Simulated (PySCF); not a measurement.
TPSS single point of singlet HgH₃⁻ at its PBE0 minimum.

Input, equivalent to the run apart from its starting density:

```python
from pyscf import gto, scf, dft
mol = gto.M(atom='''
Hg    -0.000000     0.000000    -0.000000
H      1.763821     0.000022     0.000000
H     -0.881930     1.527503    -0.000000
H     -0.881891    -1.527525     0.000000''',
    basis={'Hg': 'def2-TZVPD', 'H': 'def2-TZVPD'},
    ecp={'Hg': 'def2-TZVPD'},
    charge=-1, spin=0)
mf = dft.RKS(mol, xc='TPSS')
mf.grids.atom_grid = (90, 434)
aux = {'Hg': 'def2-universal-JKFIT', 'H': 'def2-universal-JKFIT'}
mf = mf.density_fit(auxbasis=aux)
mf.conv_tol = 1e-08
mf.diis_space = 10
mf.max_cycle = 60
mf.verbose = 4
mf.kernel()
```

SCF log (excerpt):

```
init E= -155.206613058443
  HOMO = -0.010102246383979  LUMO = 0.119099104363818  gap/eV = 3.51575
cycle= 1 E= -155.207394790869  delta_E= -0.000782  |g|= 0.0558  |ddm|= 0.252
  HOMO = -0.0138005274915624  LUMO = 0.116497471208636  gap/eV = 3.54559
cycle= 2 E= -155.206338697829  delta_E= 0.00106  |g|= 0.0953  |ddm|= 0.154
  HOMO = -0.00990537422262836  LUMO = 0.118549014599589  gap/eV = 3.49542
cycle= 3 E= -155.20802161395  delta_E= -0.00168  |g|= 0.00201  |ddm|= 0.0925
  HOMO = -0.0103130900330651  LUMO = 0.118488444609513  gap/eV = 3.50487
cycle= 4 E= -155.208023641778  delta_E= -2.03e-06  |g|= 0.000146  |ddm|= 0.00515
  HOMO = -0.010269090288185  LUMO = 0.118489878719862  gap/eV = 3.50371
cycle= 5 E= -155.208023650657  delta_E= -8.88e-09  |g|= 3.79e-05  |ddm|= 0.000655
  HOMO = -0.0102820475094737  LUMO = 0.11848354956707  gap/eV = 3.50389
Extra cycle  E= -155.208023650106  delta_E= 5.51e-10  |g|= 7.01e-05  |ddm|= 0.000163
converged SCF energy = -155.208023650106
```

The lowest empty level of this anion is unbound, so it and the gap depend on the basis. Spin–orbit coupling, left out here, can matter for elements this heavy.

This run, together with those of the ionised and electron-attached species (not shown), took 7 s on 2 threads of a shared Arm Neoverse V2 host, with 73 basis functions; the process peaked at 0.83 GiB. Launch command: `OMP_NUM_THREADS=2 python axn.py task.json out`.
